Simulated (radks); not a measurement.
Results of a calculation; reference values are marked as such.
Gd41+, configuration [Ar] 3d5.

Level of theory: Dirac Kohn-Sham, PBE, spin-unpolarised, spherical densities, finite nucleus; open shells fill j = l - 1/2 first; Fermi nuclear charge, rms radius 5.1569 fm (a radial shooting solver on a logarithmic mesh with Libxc functionals).

Energy parts (eV):
total: -271903.20
kinetic: 299252.30
electron-nucleus: -613520.77
Hartree: 47065.65
exchange-correlation: -4700.38

Orbitals (lengths in bohr, moments of r in powers of bohr; <r^-3> diverges for s and p1/2):
| orbital | occ. | eigenvalue (eV) | <r^-3> | <r^4> | small-component weight |
|---|---|---|---|---|---|
| 1s1/2 | 2 | -52229.94 | - | 1.141e-06 | 5.68e-02 |
| 2s1/2 | 2 | -10392.86 | - | 0.0001758 | 1.27e-02 |
| 2p1/2 | 2 | -9993.133 | - | 0.0001084 | 1.27e-02 |
| 2p3/2 | 4 | -9290.193 | 10010 | 0.0001415 | 1.18e-02 |
| 3s1/2 | 2 | -3725.812 | - | 0.005642 | 4.45e-03 |
| 3p1/2 | 2 | -3563.655 | - | 0.004946 | 4.39e-03 |
| 3p3/2 | 4 | -3400.831 | 2408 | 0.005919 | 4.16e-03 |
| 3d3/2 | 4 | -3142.726 | 414.3 | 0.003839 | 4.01e-03 |
| 3d5/2 | 1 | -3105.380 | 368.9 | 0.004056 | 3.94e-03 |

The highest occupied level is 3d5/2 at -3105.4 eV. Summed over all electrons, <r^2> = 0.7949 bohr^2, which gives a Langevin (diamagnetic) susceptibility term of -0.63 x 10^-6 cm^3/mol. For comparison, the ionisation energy in NIST's Atomic Spectra Database is 3160 eV (theoretical). In exact Kohn-Sham theory the highest level is minus the ionisation energy, but local and semilocal functionals leave it too shallow, through self-interaction and a potential that decays too fast; potentials with the right tail come closer. The electron density at the nucleus is 6.268e+05 e/bohr^3.

Beside tabulated values, note that spin-unpolarised runs miss the spin-polarisation part of the exchange energy of open shells.
